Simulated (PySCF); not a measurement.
A PySCF script (with the pyscf-properties extension) for the NMR shieldings of C$_{3}$H$_{11}$BN$_{2}$O, on a GFN2-xTB geometry:

```python
import basis_set_exchange as bse
import numpy as np
from pyscf import gto, dft
from pyscf.prop import nmr

atoms = """
C    -1.878728   -0.751787    0.089498
C    -1.939222    0.447584    0.652960
B    -0.790034    1.530689    0.613532
N    -1.013701    2.766653    1.241086
O     0.410900    1.353915    0.008857
N     1.369544   -1.010346   -1.395977
C     2.127046   -1.726177   -0.377664
H    -2.690893   -1.463395    0.133721
H    -1.002945   -1.077032   -0.450494
H    -2.852207    0.708878    1.179553
H    -1.859198    3.007137    1.723552
H    -0.320248    3.493019    1.248631
H     0.540132    0.496529   -0.413896
H     1.983249   -0.388451   -1.912560
H     0.970667   -1.665905   -2.061080
H     2.525907   -1.000264    0.329359
H     2.958816   -2.320329   -0.777515
H     1.452155   -2.394401    0.156780
"""
names = dict.fromkeys(["C", "B", "N", "O", "H"], "pcSseg-1")
basis = {el: gto.basis.parse(bse.get_basis(n, elements=[el], fmt="nwchem")) for el, n in names.items()}
mol = gto.M(atom=atoms, basis=basis, charge=0, verbose=0)
mf = dft.RKS(mol, xc="PBE0")
mf.grids.level = 2
mf.grids.alignment = dft.numint.BLKSIZE   # the property module wants whole blocks of grid points
mf.conv_tol = 1e-9
mf.kernel()

calc = nmr.RKS(mf)   # GIAO
C = mf.mo_coeff
Co = C[:, mf.mo_occ > 0]
resp = mf.gen_response(singlet=True, hermi=2)
def vind(x):   # induced exchange potential for any number of trial vectors
    d = np.einsum("pi,xij,qj->xpq", C, 2 * x.reshape(-1, C.shape[1], Co.shape[1]), Co, optimize=True)
    return np.einsum("xpq,pi,qj->xij", resp(d - d.transpose(0, 2, 1)), C, Co, optimize=True).ravel()
mo1, _ = nmr.rhf.solve_mo1(calc, with_cphf=vind)
sigma = calc.kernel(mo1)
for i, s in enumerate(sigma):   # ppm
    print("%2d %-2s %9.2f" % (i, mol.atom_pure_symbol(i), np.trace(s) / 3))
```

Question: Give the expected output.

Answer: 
```
 0 C      49.66
 1 C      41.76
 2 B      75.32
 3 N     193.17
 4 O     235.28
 5 N     235.19
 6 C     156.17
 7 H      25.63
 8 H      25.24
 9 H      25.50
10 H      29.33
11 H      29.17
12 H      24.00
13 H      30.82
14 H      30.91
15 H      28.96
16 H      28.87
17 H      29.09
```

These numbers come from an equivalent density-fitted implementation of the same equations, which agrees with the script to about 0.01 ppm for H and up to a few tenths of a ppm for heavy atoms, so last digits may differ.

Size and cost of the density-fitted run: 174 basis functions, 2.4 min wall time (83 s CPU) on 1 thread of an Intel Xeon, shared host; peak memory 0.78 GiB.
